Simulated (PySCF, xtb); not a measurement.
C₃H₈Si₂, SMILES C=C1C[SiH2][SiH2]1.

Harmonic wavenumbers (cm⁻¹) from xtb 6.7.1 with GFN2-xTB at its own minimum, in rising order: 33, 293, 301, 306, 396, 406, 434, 470, 512, 557, 616, 634, 670, 736, 756, 798, 813, 905, 929, 1077, 1145, 1200, 1417, 1462, 1694, 2175, 2194, 2199, 2207, 2956, 2980, 3046, 3090.

What does TPSSh-D3(BJ)/def2-SVP run with PySCF give at its own minimum? (Estimate from the structure and the level; the computed values follow.)

90, 248, 312, 351, 417, 438, 500, 591, 620, 627, 659, 693, 714, 779, 833, 914, 939, 943, 947, 1070, 1118, 1177, 1414, 1437, 1683, 2227, 2238, 2249, 2254, 3013, 3093, 3112, 3209. Paired by order, the mean absolute difference is 54 cm⁻¹ and the zero-point energies are 56.3 and 58.5 kcal/mol.
